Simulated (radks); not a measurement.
Values are calculated unless marked as measured or tabulated.
Q: Hf III, 70 electrons, occupied as [Xe] 4f14 5d2. Level of theory: scalar-relativistic Kohn-Sham, PBE, spin-polarised, spherical densities, finite nucleus; open shells are filled with parallel spins first (spin-orbit coupling, left out, can overturn this in heavy ions); Fermi nuclear charge, rms radius 5.347 fm (a radial shooting solver on a logarithmic mesh with Libxc functionals). Some entries of the table are withheld. Estimate them.

orbital  occ.  eigenvalue (eV)  r(max) (bohr)  <r^2> (bohr^2)
1s down     1        -65280.49        0.01190       0.0004952
1s up       1        -65280.49        0.01190       0.0004952
2s up       1        -11177.29        0.06807        0.007642
2s down     1        -11177.23        0.06807        0.007642
2p up       3        -9818.285        0.05567        0.006284
2p down     3        -9818.233        0.05567        0.006284
3s up       1        -2558.371         0.1921         0.04977
3s down     1        -2558.368         0.1921         0.04977
3p up       3        -2152.190         0.1898         0.05041
3p down     3        -2152.185         0.1898         0.05041
3d up       5        -1670.888         0.1546         0.04187
3d down     5        -1670.855         0.1546         0.04187
4s up       1        -527.3922         0.4374          0.2476
4s down     1        -527.3579         0.4374          0.2476
4p up       3        -394.1001         0.4582          0.2818
4p down     3        -394.0703         0.4582          0.2818
4d up       5        -221.6910         0.4710          0.3324
4d down     5        -221.6507         0.4710          0.3322
5s up       1         -82.3359            (1)           1.457
5s down     1         -81.5710            (2)           1.442
5p up       3         -51.0698          1.162           2.047
5p down     3         -49.9683          1.156           2.019
4f up       7         -31.9104         0.4547          0.5984
4f down     7         -31.7273         0.4545          0.5861
5d up       2         -17.3324          1.645           5.212
5d down     0         -15.7851          1.625           5.193

A: 
(1) 5s up r(max) (bohr): 1.017
(2) 5s down r(max) (bohr): 1.014
